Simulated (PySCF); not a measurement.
These are CAM-B3LYP-D3(BJ)/def2-TZVP (PySCF 2.14.0) values and carry that method's errors. All species are isolated molecules in the gas phase. Delta-SCF ions had no search for a lower state. Excitations are Tamm–Dancoff values on a coarser integration grid. The basis has no diffuse functions, so Rydberg states are missing or too high.

Reference species (SMILES): `BN=C=C` (neutral, multiplicity 1).

```yaml
S1 oscillator strength: 0.000
vertical ionisation energy (Delta-SCF): 9.17 eV
S1–T1 gap (TDA): 0.90 eV
```

Changed species: `BC#CN`.

Question: What does the change do to the S1 oscillator strength, vertical ionisation energy (Delta-SCF) and S1–T1 gap (TDA)?

Answer: the S1 oscillator strength hardly moves; the vertical ionisation energy (Delta-SCF) rises by 0.10 eV, to 9.27 eV; the S1–T1 gap (TDA) rises by 0.06 eV, to 0.96 eV.
